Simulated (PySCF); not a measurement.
PySCF 2.14 output of an unrestricted PBE calculation on a single atom or ion in x2c-TZVPPall (6s5p3d, 36 functions), with scalar relativity by spin-free X2C-1e:

```
SCF conv_tol = 1e-09
number electrons alpha = 10  beta = 9
    J. P. Perdew, K. Burke, and M. Ernzerhof.,  Phys. Rev. Lett. 77, 3865 (1996)
    J. P. Perdew, K. Burke, and M. Ernzerhof.,  Phys. Rev. Lett. 78, 1396 (1997)
    J. P. Perdew, K. Burke, and M. Ernzerhof.,  Phys. Rev. Lett. 77, 3865 (1996)
    J. P. Perdew, K. Burke, and M. Ernzerhof.,  Phys. Rev. Lett. 78, 1396 (1997)
cycle= 1 E= -679.9441160154  delta_E= -0.00398  |g|= 0.0201  |ddm|= 0.0867
cycle= 2 E= -679.944130043136  delta_E= -1.4e-05  |g|= 0.0195  |ddm|= 0.0412
cycle= 3 E= -679.944295129805  delta_E= -0.000165  |g|= 0.000328  |ddm|= 0.0205
cycle= 4 E= -679.944295165923  delta_E= -3.61e-08  |g|= 2.38e-05  |ddm|= 0.000307
cycle= 5 E= -679.944295166241  delta_E= -3.18e-10  |g|= 2.85e-06  |ddm|= 3.51e-05
converged SCF energy = -679.944295166241  <S^2> = 0.75010559  2S+1 = 2.0001056
```

The run itself started from symmetry-adapted Hartree-Fock orbitals and held the occupation by maximum overlap, on a logarithmic radial grid, so the iterations belong to that start.

Question: Which element, charge and spin multiplicity is this?

Answer: Ca⁺ (calcium, charge +1), multiplicity 2; the state was [Ar] 3d1, 2D determinant (an excited configuration).
